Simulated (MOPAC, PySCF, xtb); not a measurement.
Bond stretch in H5AlO, SMILES [OH2+][AlH3-]. The Al1–O5 bond (Al1 also carries H, H, H; O5 carries H, H) is stretched with both fragments frozen at the PBE0/def2-TZVP optimised geometry. Each curve is given relative to its own lowest point near equilibrium.

```json
[
 {"R / Å": "1.63", "A": "1.380", "B": "1.243", "C": "1.087", "D": "0.804"},
 {"R / Å": "1.73", "A": "0.679", "B": "0.592", "C": "0.386", "D": "0.373"},
 {"R / Å": "1.82", "A": "0.311", "B": "0.259", "C": "0.084", "D": "0.159"},
 {"R / Å": "1.92", "A": "0.093", "B": "0.070", "C": "0.000", "D": "0.040"},
 {"R / Å": "1.98", "A": "0.029", "B": "0.018", "C": "0.027", "D": "0.009"},
 {"R / Å": "2.03", "A": "0.003", "B": "0.000", "C": "0.072", "D": "0.000"},
 {"R / Å": "2.11", "A": "0.000", "B": "0.005", "C": "0.160", "D": "0.010"},
 {"R / Å": "2.17", "A": "0.020", "B": "0.028", "C": "0.222", "D": "0.032"},
 {"R / Å": "2.25", "A": "0.066", "B": "0.075", "C": "0.296", "D": "0.076"},
 {"R / Å": "2.34", "A": "0.135", "B": "0.142", "C": "0.373", "D": "0.139"},
 {"R / Å": "2.50", "A": "0.276", "B": "0.274", "C": "0.580", "D": "0.274"},
 {"R / Å": "2.73", "A": "0.476", "B": "0.456", "C": "1.135", "D": "0.484"},
 {"R / Å": "3.02", "A": "0.687", "B": "0.644", "C": "1.756", "D": "0.719"},
 {"R / Å": "3.36", "A": "0.871", "B": "0.805", "C": "1.904", "D": "0.922"},
 {"R / Å": "3.69", "A": "1.000", "B": "0.913", "C": "1.862", "D": "1.053"},
 {"R / Å": "4.02", "A": "1.094", "B": "0.989", "C": "1.819", "D": "1.140"},
 {"R / Å": "4.52", "A": "1.186", "B": "1.065", "C": "1.779", "D": "1.226"},
 {"R / Å": "4.99", "A": "1.234", "B": "1.110", "C": "1.761", "D": "1.275"},
 {"R / Å": "5.46", "A": "1.259", "B": "1.136", "C": "1.755", "D": "1.306"},
 {"R / Å": "6.05", "A": "1.275", "B": "1.152", "C": "1.754", "D": "1.328"},
 {"R / Å": "7.17", "A": "1.287", "B": "1.164", "C": "1.757", "D": "1.343"}
]
```

Energies in eV.

**Question.** Assign the columns to these levels of theory: GFN1-xTB in xtb; PM3, restricted, heats of formation (MOPAC 23.2.5); restricted B3LYP/6-31G*, spherical d run with PySCF; restricted wB97X-V/cc-pVDZ run with PySCF.

**Answer.** A is RKS-wB97X-V; B is RKS-B3LYP/6-31G*; C is PM3; D is GFN1-xTB.
